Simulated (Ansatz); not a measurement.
C3H5F3O, SMILES `COCC(F)(F)F`, 12 atoms. Charge 0, multiplicity 1. All runs use 4 threads of an Arm Neoverse V2 on a shared host. Correlated methods freeze the cores.

(1) Give the basis size and wall time and peak host memory of each of these runs in Ansatz. RHF-CCSD(T)/def2-TZVPP energy; RKS ωB97M-V/def2-QZVPP energy; RKS PBE0-D4/def2-TZVP frequencies; RKS PBE0-D4/def2-TZVP relaxation (9 steps); RHF-MP2/def2-QZVPP energy; direct RPA on PBE orbitals/def2-TZVPP energy; RKS revPBE-D4/def2-TZVPP energy; RKS PBE0-D4/def2-QZVPP energy; RKS ωB97M-V/def2-TZVPP energy and forces; RHF-CCSD(T)/def2-SVP energy; RKS PBE0-D4/def2-SVP energy; RKS PBE-QIDH (frozen core)/def2-TZVPP energy. (Estimate.)

Results:

(1) Ansatz gave: Other jobs shared the machine, so times are rough.

```csv
level,job,functions,wall time,peak host memory (GiB)
RKS PBE0-D4/def2-SVP,energy,123,1.2 s,0.3
RKS revPBE-D4/def2-TZVPP,energy,287,2.1 s,0.39
RKS PBE-QIDH (frozen core)/def2-TZVPP,energy,287,6.5 s,0.9
direct RPA on PBE orbitals/def2-TZVPP,energy,287,7 s,0.83
RKS PBE0-D4/def2-QZVPP,energy,549,9 s,2.2
RKS ωB97M-V/def2-TZVPP,energy and forces,287,12 s,1.1
RHF-CCSD(T)/def2-SVP,energy,123,15 s,0.89
RKS ωB97M-V/def2-QZVPP,energy,549,20 s,2.6
RHF-MP2/def2-QZVPP,energy,549,29 s,4.3
RKS PBE0-D4/def2-TZVP,relaxation (9 steps),247,35 s,0.73
RKS PBE0-D4/def2-TZVP,frequencies,247,3.3 min,0.73
RHF-CCSD(T)/def2-TZVPP,energy,287,8.4 min,9.8
```
